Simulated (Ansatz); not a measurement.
System: AlNH4, charge 0, singlet. AlNH4 (SMILES [NH2][AlH2]).
B3LYP-D3(BJ)/def2-TZVP minimum from Ansatz (a quantum-chemistry and plane-wave program):
```
Al
N 1 1.7703
H 2 1.0083 1 124.92
H 2 1.0083 3 110.17 1 180.00
H 1 1.5771 2 117.86 3 180.00
H 1 1.5771 5 124.27 2 180.00
```

Total energies in hartree (Ansatz). UHF or UKS for unpaired electrons; spin-orbit terms are left out. Correlated methods leave the cores frozen. No relativity. For partners of very few electrons the exact lower level stands in for a higher one.

| species | HF/cc-pV(T+d)Z | CCSD(T)/cc-pV(T+d)Z | HF/cc-pV(Q+d)Z | CCSD(T)/cc-pV(Q+d)Z | CCSDT(Q)/cc-pV(T+d)Z |
|---|---|---|---|---|---|
| 1: AlNH4 (SMILES [NH2][AlH2]) | -298.75618 | -299.09778 | -298.76388 | -299.12418 | -299.09876 |
| 2: Al (doublet) | -241.87908 | -241.93131 | -241.88044 | -241.93374 | -241.93179 |
| 3: H (doublet) | -0.49981 | -0.49981 | -0.49995 | -0.49995 | -0.49981 |
| 4: N (quartet) | -54.40069 | -54.51471 | -54.40372 | -54.52482 | -54.51507 |

Q: Work out the atomisation energy (electronic, to ground-state atoms) in kcal/mol: take Hartree-Fock from cc-pV(Q+d)Z, extrapolate the CCSD(T) correlation energy as X^-3 (X = 3, 4), and add CCSDT(Q) - CCSD(T) in cc-pV(T+d)Z. 1 hartree = 627.51 kcal/mol.

A: 
Species 1: correlation (64·(-0.36030) - 27·(-0.34160))/37 = -0.37395; step -0.00098; E1 = -298.76388 + (-0.37395) + (-0.00098) = -299.13881
Species 2: correlation (64·(-0.05330) - 27·(-0.05223))/37 = -0.05408; step -0.00048; E2 = -241.88044 + (-0.05408) + (-0.00048) = -241.93500
Species 3: correlation (64·(0.00000) - 27·(0.00000))/37 = 0.00000; step +0.00000; E3 = -0.49995 + (0.00000) + (+0.00000) = -0.49995
Species 4: correlation (64·(-0.12110) - 27·(-0.11402))/37 = -0.12627; step -0.00036; E4 = -54.40372 + (-0.12627) + (-0.00036) = -54.53035
-1·E1 +1·E2 +4·E3 +1·E4 = 0.67366 hartree = 422.7 kcal/mol.
